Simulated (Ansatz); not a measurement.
Cartesian coordinates (Å):
```xyz
8

O     -1.2558     1.1880    -0.2306
Si    -0.3034    -0.1386    -0.0853
O     -1.3280    -1.3933    -0.2148
Si     1.9326    -0.2046    -0.3166
H     -0.8177     2.0427    -0.1547
H     -2.2666    -1.1963    -0.3177
H      2.0023     1.0041     0.6014
H      2.0366    -1.3020     0.7183
```
Charge 0, multiplicity 1.

Level of theory: frozen-core CCSD(T)/cc-pVTZ // r2SCAN-D4/def2-TZVP (Ansatz, a quantum-chemistry and plane-wave program).

```
Item                           Result
----------------------  -------------
HF energy               -730.03825 Ha
MP2 correlation energy    -0.71924 Ha
```

Estimate the CCSD correlation energy, the (T) correction, the total energy and the T1 diagnostic.


```json
{
  "CCSD correlation energy": "-0.74827 Ha",
  "(T) correction": "-0.03050 Ha",
  "CCSD(T) total energy": "-730.81702 Ha",
  "T1 diagnostic": "0.017"
}
```
